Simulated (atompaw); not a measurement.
**Al PAW (atompaw): all-electron and pseudo phase curves**

atompaw 4.2.0.5 input, output lines left out:

```
Al 13
GGA-PBE scalarrelativistic loggrid 1500 logderivrange -3 5 201
3 3 0 0 0 0
3 1 1
0 0 0
c
c
v
c
v
2
2.60 2.15 2.55 1.45
y
2.6
n
y
0.9
n
y
0.25
y
0.7
n
bloechl besselshape
bessel
```

The phase is arctan(r·u′/u) with u = r·R(r), unwrapped; energies in Ry, scanned from -3 to 5 Ry. A pole is an energy at which the radial function vanishes at the test radius. The pseudo phase is shifted by a multiple of π to meet the all-electron one at the reference energy, and phase errors are pseudo minus all-electron; the curves can meet again beyond the range given. Levels narrower than the energy grid can be missing from the lists of poles.

Task: For each channel, where are the poles, and over which energies does the pseudopotential scatter like the atom?

Result:

```csv
channel,radius (bohr),reference energy (Ry),"poles, all-electron","poles, pseudo",unbroken range about the reference energy with phases within 0.05 rad,phase error 1 Ry above the reference energy (rad)
s,2.61,-0.57,0.71,0.71,the whole range,-0.000
p,2.61,-0.20,1.50,"1.48, 2.04",below 1.8,-0.000
d,2.61,0.25,2.29,"1.79, 2.76",below 1.7,-0.005
```

Phases in the s channel:

```
E (Ry)  all-electron  pseudo
 -3.00         1.299   1.298
 -2.76         1.280   1.280
 -2.52         1.257   1.256
 -2.28         1.228   1.227
 -2.04         1.189   1.189
 -1.80         1.135   1.135
 -1.56         1.056   1.055
 -1.32         0.925   0.924
 -1.08         0.680   0.680
 -0.84         0.177   0.177
 -0.60        -0.557  -0.557
 -0.36        -1.041  -1.041
 -0.12        -1.278  -1.278
  0.12        -1.408  -1.408
  0.36        -1.490  -1.491
  0.60        -1.549  -1.549
  0.84        -1.594  -1.595
  1.08        -1.633  -1.633
  1.32        -1.668  -1.668
  1.56        -1.702  -1.702
  1.80        -1.736  -1.737
  2.04        -1.775  -1.775
  2.28        -1.819  -1.819
  2.52        -1.875  -1.875
  2.76        -1.950  -1.950
  3.00        -2.058  -2.058
  3.24        -2.230  -2.232
  3.48        -2.531  -2.540
  3.72        -3.039  -3.063
  3.96        -3.616  -3.648
  4.20        -4.002  -4.030
  4.44        -4.219  -4.242
  4.68        -4.347  -4.368
  4.92        -4.431  -4.450
```
